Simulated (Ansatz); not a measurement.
B5Cl3. The state is a singlet with charge 0. Geometry B3LYP-D4/def2-SVP; atoms count from 1.

Cartesian coordinates in Å:
```
B -1.3585 0.7909 -0.2446
B -1.2342 -0.6606 -0.7563
B 0.1429 -0.0080 0.0569
B -0.1731 -1.7476 -0.7478
B -0.4757 1.7810 0.4956
Cl 0.3821 2.9990 1.3126
Cl 0.9018 -3.0614 -0.8228
Cl 1.8147 -0.0933 0.7065
```

Another isomer (singlet) lies 0.51 eV lower at PBE0-D4/def2-TZVP; other spin states weren't run for this one.

(1) Estimate the Mulliken populations from the PBE0/def2-TZVP orbitals of Ansatz.

(2) And the Mayer bond orders between bonded heavy atoms (over 0.3)?

## Answers

(1) 
```
atom  charge (e)
  B1        0.00
  B2        0.00
  B3       -0.03
  B4        0.08
  B5        0.08
 Cl6        0.00
 Cl7        0.00
 Cl8       -0.12
```
Mulliken values and Mayer orders depend strongly on the basis.

(2) B1–B2 1.32 (1.54 Å); B1–B3 0.66 (1.73 Å); B1–B5 1.25 (1.52 Å); B2–B3 0.66 (1.73 Å); B2–B4 1.25 (1.52 Å); B3–B4 0.59 (1.94 Å); B3–B5 0.59 (1.94 Å); B3–Cl8 1.21 (1.80 Å); B4–Cl7 1.52 (1.70 Å); B5–Cl6 1.52 (1.70 Å).
